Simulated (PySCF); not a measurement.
Computed XPS line lists of a few unrelated compounds.

Method: delta-SCF UKS SCAN, pcX-2 on the ionised atom, pcseg-1 elsewhere, spin-free X2C (PySCF 2.14.0). Geometries: PBE0-D3(BJ)/def2-SVP; isolated species, one conformer each.

Line lists (1s up to Mg, 2p3/2 beyond, nothing for Ge; areas count atoms within a level, one atom standing for each set equivalent by bonding):
1. C 1s: 292.53 eV; F 1s: 692.36 eV
2. C 1s: 290.39 (area 2), 290.41 (area 1), 290.58 (area 1), 290.97 (area 1), 291.43 (area 1), 293.37 (area 1) eV; N 1s: 405.52 eV; O 1s: 536.58 eV
3. C 1s: 292.93 (area 1), 295.07 (area 1) eV; O 1s: 539.42 eV; F 1s: 693.29 eV

Structures:
A. `F[CH2][GeH2][GeH2][GeH3]`
B. `CC(=O)NCCC(C)C`
C. `F[C@H]1CO1`

**Question.** Match each list to its structure.

**Answer.** 
- 1 = A: no other candidate has this set of levels. C 1s: 292.53 sp3 C–F carbon; F 1s: 692.36 alkyl fluorine.
- 2 = B: no other candidate has this set of levels. C 1s: 290.39 methyl carbon (×2), 290.41 chain CH2 carbon, 290.58 sp3 CH carbon, 290.97 methyl carbon next to a carbonyl, 291.43 sp3 carbon bound to nitrogen, 293.37 amide carbonyl carbon; N 1s: 405.52 amide nitrogen; O 1s: 536.58 amide oxygen.
- 3 = C: no other candidate has this set of levels. C 1s: 292.93 sp3 carbon bound to oxygen, 295.07 sp3 C–F carbon; O 1s: 539.42 epoxide oxygen; F 1s: 693.29 alkyl fluorine.
